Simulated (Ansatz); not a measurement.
Gas-phase electronic energies from Ansatz, PBE0-D4/def2-TZVP geometries. CBS: MP2 limit from def2 TZ/QZ plus the TZ coupled-cluster correction, frozen cores. This one scheme is used for every species. Functionals use def2-TZVPP. For Se outer-core shells are correlated without core-valence functions, which leaves a few kJ/mol of doubt a bond. Scalar relativity is left out up to krypton. One conformer a species, not always the lowest.

`C=C[Se]CO` + CH₄ → `C=C[Se]CC` + H₂O  (formal exchange of groups at a C–O bond)

| species | PBE-D4 energy (Eh) |
| --- | --- |
| `C=C[Se]CO` | -2594.15690 |
| CH₄ | -40.46517 |
| `C=C[Se]CC` | -2558.25437 |
| H₂O | -76.38027 |

Task: Work out ΔE.

Result: ΔE = (-2558.25437) + (-76.38027) − (-2594.15690) − (-40.46517) = -0.01257 Eh = -7.9 kcal/mol. CCSD(T)/CBS gives -11.2 kcal/mol.

Largest T1 diagnostic among the species: 0.011.

From PBE to PBE0 (25 % exact exchange), in def2-TZVPP and without D4, ΔE moves by −1.4 kcal/mol. The D4 term adds −1.7 kcal/mol with B3LYP and −0.9 kcal/mol with PBE0; it sums over pairs of atoms, weighted by their polarisabilities, and B3LYP, whose exchange is more repulsive, gets the larger term. In def2-TZVPP, CCSD(T) changes the Hartree–Fock value by −3.3 kcal/mol (the triples alone add −0.1 kcal/mol) and MP2 by −4.9 kcal/mol.

B3LYP here is the variant with VWN-RPA as its local correlation; programs differ in this.
